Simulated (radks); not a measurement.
Task: These are the eigenvalues of the occupied orbitals of an atom or ion with whole-number occupations (eV). Method: scalar-relativistic Kohn-Sham, LDA (Slater exchange, Perdew-Wang correlation), spin-unpolarised, spherical densities, point nucleus; computed with a radial shooting solver on a logarithmic mesh with Libxc functionals.

orbital  eigenvalue
1s        -52147.80
2s        -12382.14
2p        -11688.63

Which element is it, and in what charge state? The configuration may be excited.

Result: Z = 62, samarium, charge +56: Sm56+ in [He] 2s2 2p2. The list shows which subshells hold electrons but not how many an open one holds; the 1s level, -1916.4 hartree, gives Z - s = 61.9 by -(Z - s)^2/2, which with screening and relativity narrows Z to a few neighbours, and the depths of the outer levels then fix element, charge and occupations together.
